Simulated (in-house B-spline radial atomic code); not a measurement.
Results of a calculation; reference values are marked as such.
Building a PAW s channel for Rb, r_c = 3.07 bohr

Rb, [Kr] 5s1, non-relativistic LDA (VWN5), spherical and spin-unpolarised, from an all-electron radial atomic-structure program (B-spline basis) (atomic units; all potentials screened as in the neutral atom).

Two all-electron partial waves φ1, φ2 are integrated outwards at E1 = ε(5s) = -0.085375 and E2 = E1 + 0.5 hartree; φ1 is the bound orbital and φ2 has unit norm inside r_c = 3.067 bohr. Smooth partners are polynomials, r^1(a0 + a1 r² + a2 r⁴ + a3 r⁶), matched to φ and three derivatives at r_c, with no condition on the norm. The local potential is -2.37372 + (0.555662) r² + (-0.0549482) r⁴ + (0.00200725) r⁶ inside 2.627 bohr and the all-electron one outside.

```csv
wave,φ(r_c),φ'(r_c),a0,a1,a2,a3
1,0.3861802,0.1737943,-0.1068032,0.05898955,-0.004922481,0.0001362303
2,0.888321,-0.422961,-0.1170164,0.1787185,-0.02018443,0.0006145573
```

Inside r_c the overlaps are <φi φj> = [[0.10584, 0.31772], [0.31772, 1.00000]] and, for the smooth waves, [[0.08423, 0.26102], [0.26102, 0.92416]]. With χj = (Ej − T − V_local) applied to smooth wave j, the program's quadrature gives the matrix B_ij = <smooth i, χj> as [[0.01853, 0.07204], [0.10039, 0.48321]].

Check the match of the first wave, and find the augmentation charges q_ij.

At r_c the four terms are -0.32757, 1.70183, -1.33584, 0.34775, which sum to 0.3862, φ1(r_c) to rounding. q_ij is the all-electron overlap less the smooth one: [[0.02161, 0.05671], [0.05671, 0.07584]]. The smooth first wave has a norm of 0.0842 inside r_c against 0.1058, and q11 > 0 puts back the missing charge.

B isn't symmetric. Show that D_ij = B_ij + Ej q_ij is.

Integrating by parts gives B12 − B21 = (E1 − E2) q12: 0.07204 − (0.10039) = -0.02835, and −0.5 × (0.05671) = -0.02835. So D12 = 0.07204 + (0.414625)(0.05671) = 0.09555 and D21 = 0.10039 + (-0.085375)(0.05671) = 0.09555; D11 = 0.01668, D22 = 0.51466. The projectors, p = (B⁻¹)ᵀ χ, are dual to the smooth waves; det B = 0.0017.

Solving (T + V_local + Σ p D p) ψ = E (1 + Σ p q p) ψ in a sphere of 9 bohr, whose wall lifts the free-atom level a little, gives these levels:

| all-electron | one projector | two projectors |
| --- | --- | --- |
| -0.073366 | -0.477993 | -1.346200 |
| 0.187930 | -0.073372 | -0.073366 |
| 0.609157 | 0.182618 | 0.187914 |
| 1.187500 | 0.553623 | 0.609062 |
| 1.912930 | 1.001950 | 1.182230 |

What does the second projector gain?

With one projector a ghost lies below the reference level, so the set fails. With two a ghost lies below the reference level, so the set fails. The lowest eigenvalue of the overlap operator is 1 with one and 0.3301 with two projectors. The smooth orbital alone needs a cutoff of 1.69 hartree for 1 millihartree of kinetic energy, against 3.18 for a norm-conserving Troullier-Martins orbital of the same radius, which is no gain while the set fails. The first smooth wave changes sign inside r_c, since a0 and φ(r_c) differ in sign; such a node invites a ghost below the level.
